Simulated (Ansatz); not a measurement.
System: sum formula Si$_{2}$NH$_{3}$Cl$_{4}$, charge 0, multiplicity 1. 
Structure (B3LYP-D3(BJ)/def2-TZVP (Ansatz, a program for electronic structure) minimum search):
```xyz
10

Cl     2.2985    -0.5977     1.9937
Si     1.4381     0.4799     0.4745
Cl     2.8539     0.6892    -0.9957
N      0.0522    -0.3204    -0.1267
Si    -1.5575     0.2524    -0.1849
Cl    -2.8071    -0.9760     0.8823
Cl    -2.2479     0.2868    -2.1167
H      1.0444     1.8008     0.9694
H      0.2041    -1.2525    -0.4953
H     -1.5993     1.6042     0.3770
```
Charge 0, spin multiplicity 1.

Wanted: vertical ionisation energy (to the doublet state of charge +1; each state is the SCF solution reached for its spin), in eV. UHF or UKS for open shells. Spin-orbit coupling is left out. No relativistic terms. 

```json
[
 {"level": "HF/aug-cc-pV(D+d)Z", "program": "Ansatz", "vertical ionisation energy (eV)": "9.79"},
 {"level": "HF/aug-cc-pV(Q+d)Z", "program": "Ansatz", "vertical ionisation energy (eV)": "9.77"},
 {"level": "r2SCAN/def2-TZVPD", "program": "Ansatz", "vertical ionisation energy (eV)": "10.04"},
 {"level": "B3LYP/def2-TZVPD", "program": "Ansatz", "vertical ionisation energy (eV)": "10.27"},
 {"level": "BHLYP/def2-TZVPD", "program": "Ansatz", "vertical ionisation energy (eV)": "10.60"},
 {"level": "wB97X-V/def2-TZVPD", "program": "Ansatz", "vertical ionisation energy (eV)": "10.84"}
]
```
